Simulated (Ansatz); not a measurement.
`O/C=[C](\[AlH2])[SiH3]` + `[OH][Ga]([Br])[Br]` → `[SiH3][O][Ga]([Br])[Br]` + `O/C=[CH]\[AlH2]`  (ligand exchange at the Si–C bond)

Computed with Ansatz on PBE0-D4/def2-TZVP structures; ΔE is electronic, products minus reactants. CCSD(T)/CBS adds triple-zeta CCSD(T) − MP2 to the extrapolated MP2 energy (def2 sets, frozen cores). Double bonds are as drawn, so ΔE can hold a change between cis and trans. DFT in def2-TZVPP. For Br, Ga outer-core shells are correlated without core-valence functions, which leaves a few kJ/mol of doubt a bond. Scalar relativity is left out up to krypton. Each species was taken in one conformer, which may not be the lowest.

```tsv
level	ΔE (kJ/mol)	difference from CCSD(T)/CBS
PBE0-D4	-73.6	9.7
PBE	-68.0	15.3
HF/def2-TZVPP	-109.7	-26.4
MP2/def2-TZVPP	-82.9	0.4
SCS-MP2/def2-TZVPP	-89.0	-5.7
CCSD/def2-TZVPP	-89.0	-5.7
HF/def2-QZVPP	-111.2	-27.9
MP2/def2-QZVPP	-82.7	0.6
MP2/CBS(def2)	-81.7	1.6
CCSD/CBS(def2)	-87.9	-4.6
CCSD(T)/CBS	-83.3	0
```

Largest T1 diagnostic among the species: 0.014.

In def2-TZVPP, CCSD(T) changes the Hartree–Fock value by +25.2 kJ/mol (the triples alone add +4.6 kJ/mol) and MP2 by +26.8 kJ/mol. From PBE to PBE0 (25 % exact exchange), in def2-TZVPP and without D4, ΔE moves by −6.5 kJ/mol.
